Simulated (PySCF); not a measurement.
VOF2, SMILES [O]=[V+]([F])[F], charge +1, multiplicity 1. Geometry optimised at B3LYP-D3(BJ)/def2-SVP. The spin state was assumed, not searched. The isomer is the one that the SMILES or the coordinates give; other isomers of the formula were not compared.

Problem. Give the equilibrium geometry at B3LYP-D3(BJ)/def2-SVP (PySCF confirms it by a frequency run) as a Z-matrix, and its point group. (Estimate from the structure and the level; the computed values follow.)

Solution. point group Cs.
```
V
O 1 1.5200
F 1 1.6665 2 107.81
F 1 1.6665 2 107.81 3 124.21
```
Charge +1, spin multiplicity 1.
